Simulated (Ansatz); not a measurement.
C4H16BNSi2 (`BN([SiH](C)C)[SiH](C)C`). The species carries charge 0 and has multiplicity 1. Geometry: relaxed with PBE0-D4/def2-TZVP. It is one conformer, not always the lowest.

```xyz
24

B     0.416   -1.396    1.704
N    -0.116   -0.509    0.752
Si   -1.128   -1.246   -0.496
C    -0.050   -2.088   -1.765
C    -2.217    0.036   -1.307
Si    0.296    1.201    0.730
C     1.310    1.578   -0.795
C     1.216    1.714    2.265
H     1.148   -1.013    2.573
H     0.136   -2.565    1.644
H    -1.994   -2.255    0.168
H     0.577   -2.848   -1.292
H     0.607   -1.370   -2.263
H    -0.658   -2.579   -2.530
H    -1.647    0.809   -1.829
H    -2.864    0.530   -0.579
H    -2.857   -0.457   -2.045
H    -0.977    1.972    0.655
H     2.254    1.026   -0.774
H     1.544    2.645   -0.847
H     0.785    1.310   -1.714
H     1.373    2.796    2.235
H     0.652    1.478    3.170
H     2.192    1.230    2.338
```

Q: What is the dipole moment at ωB97M-V/def2-TZVPP? (An estimate is asked.)

A: Computed: 1.66 D, with components (0.29, 1.08, -1.24) D in this frame, pointing from negative to positive charge.

Q: And with PBE, r2SCAN, B3LYP? (Estimate.)

A: The calculation gave: PBE 1.81 D, r2SCAN 1.75 D, B3LYP 1.66 D.

Q: Give the Mulliken charges with ωB97M-V, PBE, r2SCAN in def2-TZVPP. (An estimate is asked.)

A: The calculation gave: 
```csv
atom,ωB97M-V,PBE,r2SCAN
B1,-0.18,-0.17,-0.05
N2,-0.21,-0.02,-0.20
Si3,0.32,0.29,0.39
C4,-0.42,-0.36,-0.29
C5,-0.46,-0.37,-0.30
Si6,0.36,0.31,0.41
C7,-0.44,-0.36,-0.30
C8,-0.47,-0.37,-0.29
H9,0.06,0.00,-0.02
H10,0.05,-0.01,-0.03
H11,-0.03,-0.08,-0.10
H12,0.12,0.11,0.08
H13,0.11,0.09,0.07
H14,0.11,0.10,0.07
H15,0.12,0.10,0.07
H16,0.14,0.11,0.09
H17,0.12,0.10,0.07
H18,-0.04,-0.09,-0.10
H19,0.12,0.10,0.08
H20,0.12,0.10,0.07
H21,0.10,0.09,0.06
H22,0.12,0.10,0.07
H23,0.13,0.11,0.08
H24,0.13,0.10,0.08
```

B3LYP here is the variant with VWN-RPA as its local correlation; programs differ in this.
